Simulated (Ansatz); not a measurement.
This geometry of AlClF$_{2}$H$_{2}$ (6 atoms, charge 0, multiplicity 1) is a first-order saddle point.

These are results of RKS PBE0/def2-SVP in Ansatz, not measurements.

```xyz
6
Properties=species:S:1:pos:R:3
Al 0.041 -0.206 0.014
F -0.002 0.026 1.786
H 1.374 0.193 -0.697
F -1.456 0.059 -0.651
Cl 0.074 -2.409 0.885
H 0.014 -1.264 1.799
```

**Question.** Which two structures does it join? (They come from a converged band through this point; their orientation in space is the band's.)

**Answer.** Bonds broken: Cl5–H6. Bonds formed: F2–H6.

First end point:

```xyz
6
Properties=species:S:1:pos:R:3
Al 0.036 -0.026 0.049
F -0.002 0.259 1.719
H 1.368 0.180 -0.746
F -1.445 0.042 -0.700
Cl 0.081 -2.443 0.900
H 0.009 -1.613 1.913
```

Last end point:

```xyz
6
Properties=species:S:1:pos:R:3
Al 0.059 -0.429 -0.109
F -0.012 -0.036 1.848
H 1.367 0.233 -0.656
F -1.445 0.085 -0.595
Cl 0.103 -2.484 0.578
H -0.025 -0.970 2.068
```

**Question.** How far does it lie above each of them?

**Answer.** 1.7 kcal/mol above the first and 4.9 kcal/mol above the second. This is the barrier of this one path; another mechanism may lie lower. The orbitals stay closed-shell, which can raise the energy where a bond breaks towards radicals; this wasn't checked here.

Run time: 2.5 min on 1 thread of Arm Neoverse V2, with other jobs on the host, peak memory 0.13 GiB.
